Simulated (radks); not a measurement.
Task: The mean radii <r> (bohr) of the occupied orbitals of an atom or ion are listed with their occupations. Calculated with a radial shooting solver on a logarithmic mesh with Libxc functionals: non-relativistic Kohn-Sham, r2SCAN, spin-polarised, spherical densities, point nucleus; meta-GGA in the generalised Kohn-Sham scheme.

orbital  occ.      <r>
1s          2  0.02165
2s          2  0.09171
2p          6  0.07768
3s          2   0.2340
3p          6   0.2241
3d         10   0.1975
4s          2   0.5265
4p          6   0.5369
4d         10   0.5630
5s          2    1.323
5p          6    1.502
4f         14   0.7443
6s          2    4.311

Name the element and its charge. Open shells, if any, are filled with parallel spins first.

Result: Z = 70, ytterbium, charge 0: Yb in [Xe] 4f14 6s2. The 1s radius gives Z: for a bare nucleus <r> = 1.5/Z, 0.02143 bohr for Z = 70, and screening makes it slightly larger (0.02165 here). The occupations add up to 70, and the charge is Z minus that.
